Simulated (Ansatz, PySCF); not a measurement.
This Ansatz (a first-principles code) input computes a CAM-B3LYP/def2-TZVPD energy:

Ansatz 0.2 input:
```yaml
crystal:
  periodic: [false, false, false]
  atoms:
    - {symbol: Si, position_ang: [-0.54789599, -0.16951813, -0.88486665]}
    - {symbol: Br, position_ang: [1.01487365, 0.07174800, 0.74405951]}
    - {symbol: O, position_ang: [-1.43181895, 1.21377960, -1.02525711]}
    - {symbol: O, position_ang: [-1.61316984, -1.35151196, -0.50853270]}
    - {symbol: H, position_ang: [-0.96384929, 2.05428361, -1.04198209]}
    - {symbol: H, position_ang: [-2.52627396, -1.09035104, -0.34164924]}
basis:
  gaussian:
    orbitals: def2-TZVPD
hamiltonian:
  xc: {name: CAM-B3LYP}
magnetization: {spin_polarized: true, initial_magnetization: 1}
output: {forces: true}
```

Q: Write an input for the same energy in PySCF and say what it gives.

A: 
```python
from pyscf import gto, scf, dft

mol = gto.M(
    atom='''
    Si   -0.54789599   -0.16951813   -0.88486665
    Br    1.01487365    0.07174800    0.74405951
    O    -1.43181895    1.21377960   -1.02525711
    O    -1.61316984   -1.35151196   -0.50853270
    H    -0.96384929    2.05428361   -1.04198209
    H    -2.52627396   -1.09035104   -0.34164924
    ''',
    basis='def2-tzvpd',
    charge=0,
    spin=1,
    verbose=4,
)

mf = dft.UKS(mol, xc='camb3lyp').density_fit(auxbasis='def2-universal-jkfit')
mf.grids.level = 3
mf.conv_tol = 1e-9
mf.max_cycle = 100
mf.max_memory = 1500
mf.kernel()
if not mf.converged:
    mf = mf.newton()
    mf.kernel(mf.make_rdm1())
for _ in range(2):
    mo, _, stable, _ = mf.stability(return_status=True)
    if stable:
        break
    mf.kernel(mf.make_rdm1(mo, mf.mo_occ))
mf.analyze()
```
It gives -3015.57094 Eh, and Ansatz -3015.57086 Eh, a difference of 0.08 mEh, from the treatment of integrals and grids.

It need not be the lowest isomer of its formula.
